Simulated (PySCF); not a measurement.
Ligands exchanged one at a time, Ga CH3-H. All species are isolated molecules in the gas phase. Strings in code marks are SMILES.

The HOMO–LUMO gap from two functionals at the same geometries (B3LYP-D3(BJ)/def2-TZVP), both in PySCF: PBE-D3(BJ)/def2-TZVP and ωB97X-D3(BJ)/def2-TZVP. 

| species | PBE-D3(BJ)/def2-TZVP (eV) |
|---|---|
| 0 of 3 CH3 replaced by H (`[CH3][Ga]([CH3])[CH3]`) | 4.84 |
| 1 of 3 CH3 replaced by H | 4.66 |
| 2 of 3 CH3 replaced by H | 4.58 |
| 3 of 3 CH3 replaced by H | 4.69 |

Task: What does ωB97X-D3(BJ)/def2-TZVP give for each?

Result: 
- 0 of 3 CH3 replaced by H (`[CH3][Ga]([CH3])[CH3]`): 11.18
- 1 of 3 CH3 replaced by H: 10.98
- 2 of 3 CH3 replaced by H: 10.94
- 3 of 3 CH3 replaced by H: 11.19
Over these rows, drawn at random from the members with no instability flagged (it was tested for open shells, ions and some series alone), PBE minus ωB97X-D3(BJ): mean -6.38 eV, from -6.49 eV to -6.32 eV.
